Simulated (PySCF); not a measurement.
**Fractional electron number in C²⁺ (carbon, charge +2)**

The 2s beta orbital of [He] 2s2 is emptied in steps (occupation f), with all orbitals relaxed, ending at [He] 2s1. Computed with PySCF 2.14 in aug-cc-pVDZ (4s3p2d, 23 functions), with the non-relativistic Hamiltonian (point nucleus). The exact energy is a straight line in f; departures are measured from the line between the end points of the same method.

| f | UHF (eV) | LDA (eV) | PBE (eV) | PBE0 (eV) | LC-wPBE (eV) | BHandHLYP (eV) | CAM-B3LYP (eV) |
| --- | --- | --- | --- | --- | --- | --- | --- |
| 1 | 0.000 | 0.000 | 0.000 | 0.000 | 0.000 | 0.000 | 0.000 |
| 0.8 | 0.042 | -1.071 | -1.062 | -0.791 | -0.300 | -0.546 | -0.568 |
| 0.6 | 0.061 | -1.585 | -1.573 | -1.172 | -0.437 | -0.822 | -0.849 |
| 0.4 | 0.059 | -1.556 | -1.545 | -1.152 | -0.423 | -0.831 | -0.847 |
| 0.2 | 0.038 | -1.007 | -1.003 | -0.749 | -0.274 | -0.566 | -0.567 |
| 0 | 0.000 | 0.000 | 0.000 | 0.000 | 0.000 | 0.000 | 0.000 |

```tsv
method	E(f=0) − E(f=1) (eV)	−ε at f=1 (eV)	−ε at f=0.4 (eV)
UHF	45.825	46.096	45.767
LDA	46.962	40.205	48.436
PBE	47.149	40.444	48.597
PBE0	47.090	42.095	48.163
LC-wPBE	47.253	45.335	47.672
BHandHLYP	47.067	43.661	47.694
CAM-B3LYP	47.241	43.668	47.944
```

Orbital energy along the path (eV):

| f | UHF | LDA | PBE | PBE0 | LC-wPBE | BHandHLYP | CAM-B3LYP |
| --- | --- | --- | --- | --- | --- | --- | --- |
| 1 | -46.096 | -40.205 | -40.444 | -42.095 | -45.335 | -43.661 | -43.668 |
| 0.8 | -45.975 | -43.005 | -43.225 | -44.167 | -46.166 | -45.015 | -45.125 |
| 0.6 | -45.866 | -45.766 | -45.957 | -46.200 | -46.961 | -46.353 | -46.550 |
| 0.4 | -45.767 | -48.436 | -48.597 | -48.163 | -47.672 | -47.694 | -47.944 |
| 0.2 | -45.677 | -50.932 | -51.099 | -50.031 | -48.313 | -49.113 | -49.347 |
| 0 | -45.596 | -52.426 | -50.878 | -49.670 | -48.068 | -50.360 | -50.601 |

As f goes to zero the orbital energy of a semilocal functional can turn back, because the density of that orbital vanishes from the exchange-correlation potential.

Reference removal energy between the ground levels: 47.888 eV (measured; NIST Atomic Spectra Database, ionization energies). UHF lacks correlation.
